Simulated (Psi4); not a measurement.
Pair of molecules, SMILES N#N with SMILES C=C=C (the first has 2 atoms); geometry from B3LYP-D3(BJ)/def2-TZVP.
(charge 0, multiplicity 1):
```xyz
9

N      0.304     1.698     0.848
N      0.315     0.744     0.319
C     -0.072    -1.539     3.212
C     -0.089    -0.351     3.739
C     -0.104     0.841     4.256
H     -0.983    -2.016     2.868
H      0.853    -2.092     3.098
H      0.010     1.724     3.637
H     -0.231     0.992     5.322
```

These are SAPT0/jun-cc-pV(D+d)Z (Psi4 1.11) values and carry that method's errors.

**Question.** Which attractive term is largest, and how does the interaction split up?

**Answer.** electrostatics -3.0, exchange 6.6, induction -0.6, dispersion -5.1, total -2.2 kJ/mol; the largest attraction is dispersion.
